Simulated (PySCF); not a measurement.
Numbering as in the mapped SMILES `[CH2:1]=[CH:2][C@@H:3]1[CH2:4][P@@+:5]1([PH2:6])[B-:7]([F:8])([F:9])[F:10]`. Hydrogens are named by the atom that carries them. Ha(C4) is cis to C2 on the ring; Ha(C1) is cis to C3; Hb(C4) is trans to C2 on the ring; Hb(C1) is trans to C3.

Geometry: PBE0-D3(BJ)/def2-SVP; GIAO shifts from PySCF 2.14, gas phase, non-relativistic, averaged over equivalent atoms.

At WP04/pcSseg-1 (224 basis functions, 49 s wall time on 1 thread of an Arm Neoverse V2, shared host):
```json
{"atoms": "C2", "δ (ppm)": "141.3"}
{"atoms": "C1", "δ (ppm)": "126.3"}
{"atoms": "C3", "δ (ppm)": "31.2"}
{"atoms": "C4", "δ (ppm)": "19.5"}
{"atoms": "P6", "δ (ppm)": "-163.9"}
{"atoms": "P5", "δ (ppm)": "-184.2"}
{"atoms": "B7", "δ (ppm)": "3.5"}
{"atoms": "F8/F9/F10", "δ (ppm)": "-131.3"}
{"atoms": "Ha(C1)", "δ (ppm)": "5.53"}
{"atoms": "Hb(C1)", "δ (ppm)": "5.34"}
{"atoms": "H(C2)", "δ (ppm)": "5.27"}
{"atoms": "H(P6)", "δ (ppm)": "2.67"}
{"atoms": "H(C3)", "δ (ppm)": "2.51"}
{"atoms": "Hb(C4)", "δ (ppm)": "1.89"}
{"atoms": "Ha(C4)", "δ (ppm)": "1.26"}
```

Scale: ¹³C (172.44 ppm), ¹H (31.56 ppm) vs TMS; ³¹P (299.29 ppm) vs H3PO4; ¹¹B (95.72 ppm) against BF3·OEt2; ¹⁹F (176.96 ppm) against CFCl3 (reference shieldings calculated alike).

Estimate the result of repeating the calculation with PBE0/pcSseg-1.

Results:


```
    atoms  δ at PBE0/pcSseg-1  change
       C2               142.9    +1.6
       C1               128.1    +1.8
       C3                29.1    -2.1
       C4                18.5    -1.0
       P6              -217.7   -53.8
       P5              -232.0   -47.8
       B7                 3.4    -0.1
F8/F9/F10              -121.5    +9.8
   Ha(C1)                5.86   +0.33
   Hb(C1)                5.65   +0.31
    H(C2)                5.63   +0.36
    H(P6)                2.98   +0.31
    H(C3)                2.55   +0.04
   Hb(C4)                1.93   +0.04
   Ha(C4)                1.24   -0.02
```

Shifts are taken against calculated references (same method and geometry level): ¹³C (σ = 184.41 ppm) and ¹H (σ = 31.27 ppm) vs TMS; ³¹P (σ = 310.13 ppm) against H3PO4; BF3·OEt2 for ¹¹B (σ = 100.73 ppm); ¹⁹F (σ = 177.25 ppm) vs CFCl3.

The largest change is at P6 (phosphorus bonded to P, 2 H). Cost: 224 basis functions, 51 s wall time on 1 thread of an Arm Neoverse V2, shared host. The order of the carbon signals is the same at both levels.

Unscaled 19F shifts against computed CFCl3 carry errors that often reach 10 to 50 ppm. Experimental scales use liquid or dissolved standards, which lie at an offset from isolated H3PO4.
